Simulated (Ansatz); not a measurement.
`C=C[Si](Cl)(Cl)Cl` → `C=CCl` + `Cl[Si]Cl` at 700 K and 1 bar (silylene loss).

Program: Ansatz. Geometries: PBE0-D4/def2-TZVP. ΔE: electronic, gas phase. CCSD(T)/CBS is the MP2 limit (def2-TZVPP, def2-QZVPP) plus CCSD(T) − MP2 in def2-TZVPP, frozen cores. This one scheme is used for every species. Each species was taken in one conformer, which may not be the lowest.

```
            species  CCSD(T)/CBS energy (Eh)  H − E (kJ/mol)  S (J/(mol·K))
`C=C[Si](Cl)(Cl)Cl`              -1746.47121           207.1          496.3
            `C=CCl`               -537.65823           153.0          322.7
         `Cl[Si]Cl`              -1208.69388            41.9          328.3
```

H − E and S are ideal-gas, rigid-rotor, harmonic terms from PBE0-D4/def2-TZVP, for one conformer and one mirror image of each species. 1 Eh = 2625.50 kJ/mol, R = 8.31446 J/(mol·K).

**Question.** By hand: ΔE, ΔH, ΔS and ΔG.

**Answer.** ΔE = (-537.65823) + (-1208.69388) − (-1746.47121) = 0.11910 Eh = 312.7 kJ/mol. Δ(H − E) = 153.0 + 41.9 − 207.1 = -12.2, so ΔH = 300.5 kJ/mol. ΔS = 322.7 + 328.3 − 496.3 = 154.7 J/(mol·K). ΔG = 300.5 − 700 × (154.7)/1000 = 192.2 kJ/mol.

**Question.** By hand: the equilibrium constant, and the temperature at which ΔG would vanish if ΔH and ΔS stayed fixed.

**Answer.** log₁₀ K = −ΔG/(RT ln 10) = -14.3. ΔG = 0 at ΔH/ΔS = 1942 K.

The number of gas molecules changes by +1, which sets the sign of ΔS. A doubt of 5 kJ/mol in ΔE shifts log₁₀ K by 0.4 here. Other conformers and mirror images would add mixing entropy, several J/(mol·K) or more a flexible species. These are equilibria of isolated gas molecules and say nothing of rates. Largest T1 diagnostic: 0.013 (customary marks: 0.02 for closed shells, 0.045 for open ones).
